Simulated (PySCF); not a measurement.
Energies: ωB97X-D3(BJ)/ma-def2-TZVP (PySCF, density fitting, integration grid level 2) on PBE0-D3(BJ)/def2-SVP structures. The prefix ma- adds one diffuse s and one diffuse p function on all atoms but H. ωB97X-D3(BJ) is ωB97X-V with D3(BJ) in place of VV10. Zero-point energies come from unscaled PBE0-D3(BJ)/def2-SVP harmonic frequencies.

Q: Rank by ionisation energy (adiabatic, 0 K with zero-point energy, eV), lowest first.
A. 1-penten-3-yne, `C=CC#CC` (C5H6)
B. `C[Se][Se]C` (C2H6Se2)
C. ethane, `CC` (C2H6)
D. `O=S(=O)=O` (O3S)
E. dimethylamine, `CNC` (C2H7N)
F. ethanol, `CCO` (C2H6O)

A: B (7.99), E (8.25), A (8.71), F (10.26), C (11.42), D (12.96).

Others at the same level:
```tsv
molecule	ionisation energy (adiabatic, 0 K with zero-point energy, eV)
ethanamine, CCN (C2H7N)	8.78
BrB(Br)Br (BBr3)	10.79
```

Notes. sulfur trioxide: O1 and O4 are equivalent in the parent, but the relaxed radical cation is symmetry-broken (D3h to C2v), as a Jahn-Teller-type distortion or an artefact of the method; its spin populations, distances and adiabatic value belong to that structure.
